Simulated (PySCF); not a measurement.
Computed shifts of a molecule C₂H₆ClFSi₂, B3LYP/pcSseg-1 run with PySCF, GIAO, gas phase, atoms alike by connectivity averaged where their shifts nearly agree, in ppm (number of nuclei): ¹³C: 180.3 (1), 117.8 (1). ¹⁹F: -115.1 (1). ²⁹Si: -11.2 (1), -99.7 (1). ¹H: 6.04 (1), 5.81 (1), 5.66 (1), 3.84 (3). References: ¹³C against TMS (σ = 181.3 ppm); ¹⁹F against CFCl3 (σ = 161.7 ppm); ²⁹Si against TMS (σ = 338.7 ppm); ³⁵Cl against HCl (σ = 933.3 ppm); ¹H against TMS (σ = 31.68 ppm), references at their B3LYP-D3(BJ)/def2-TZVP geometries, non-relativistic (without spin–orbit terms, shifts of atoms bonded to Cl or Br come out too high). The structure is a stationary point at PBE0-D3(BJ)/def2-SVP. One conformer was computed; it need not be the lowest.

**Question.** Identify the compound among the candidates.
(A) C=C([SiH2]F)[SiH2]Cl
(B) F[Si@@H]1CC[Si@H]1Cl
(C) C=C(F)[Si@H]([SiH3])Cl
(D) F[Si@H]1C[Si@@H](Cl)C1

**Answer.** C, C=C(F)[Si@H]([SiH3])Cl
